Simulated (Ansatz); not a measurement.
Program: Ansatz. Geometries: PBE0-D4/def2-TZVP. ΔE: electronic, gas phase. CBS: MP2 limit from def2 TZ/QZ plus the TZ coupled-cluster correction, frozen cores. Functionals use def2-TZVPP. HSE06 is defined as in plane-wave codes. For Ge, Zn outer-core shells are correlated without core-valence functions, which leaves a few kJ/mol of doubt a bond. Scalar relativity is left out up to krypton. One conformer a species, not always the lowest.

`CO[SiH](F)[O][GeH3]` + `C[O][ZnH]` → `F[SiH2][O][GeH3]` + `C[O][Zn][O]C`  (redistribution)

CCSD(T)/CBS gives +104.8 kJ/mol.

**Question.** Another level gave +110.8 kJ/mol. Which?
A. ωB97M-V/def2-TZVPP
B. revPBE/def2-TZVPP
C. BLYP-D4/def2-TZVPP
D. HSE06-D4/def2-TZVPP

**Answer.** D. HSE06-D4 110.8, ωB97M-V 117.4, BLYP-D4 106.6, revPBE 94.7 kJ/mol.

Largest T1 diagnostic among the species: 0.017.

At CCSD(T), def2-SVP lies −10.6 kJ/mol from the extrapolated value and def2-TZVPP +3.7 kJ/mol. From PBE to PBE0 (25 % exact exchange), in def2-TZVPP and without D4, ΔE moves by +7.4 kJ/mol. In def2-TZVPP, CCSD(T) changes the Hartree–Fock value by −6.4 kJ/mol (the triples alone add −1.0 kJ/mol) and MP2 by −8.3 kJ/mol.
